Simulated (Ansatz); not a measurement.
Consider the silylene loss: `C[Si](O)(O)[SiH3]` → `C[SiH](O)O` + `[SiH2]`.

Program: Ansatz. Geometries: PBE0-D4/def2-TZVP. ΔE: electronic, gas phase. CBS: MP2 limit from def2 TZ/QZ plus the TZ coupled-cluster correction, frozen cores. This one scheme is used for every species. One conformer a species, not always the lowest.

```csv
species,CCSD(T)/CBS(def2) energy (Eh)
`C[Si](O)(O)[SiH3]`,-771.48390
`C[SiH](O)O`,-481.21022
`[SiH2]`,-290.19011
```

Question: Work out ΔE.

Answer: ΔE = (-481.21022) + (-290.19011) − (-771.48390) = 0.08357 Eh = +2.27 eV.

Largest T1 diagnostic among the species: 0.014.

The D4 term adds +0.16 eV with B3LYP and +0.09 eV with PBE0; it sums over pairs of atoms, weighted by their polarisabilities, and B3LYP, whose exchange is more repulsive, gets the larger term. From PBE to PBE0 (25 % exact exchange), in def2-TZVPP and without D4, ΔE moves by +0.05 eV. In def2-TZVPP, CCSD(T) changes the Hartree–Fock value by +0.22 eV (the triples alone add +0.06 eV) and MP2 by +0.36 eV.

B3LYP here is the variant with VWN-RPA as its local correlation; programs differ in this.
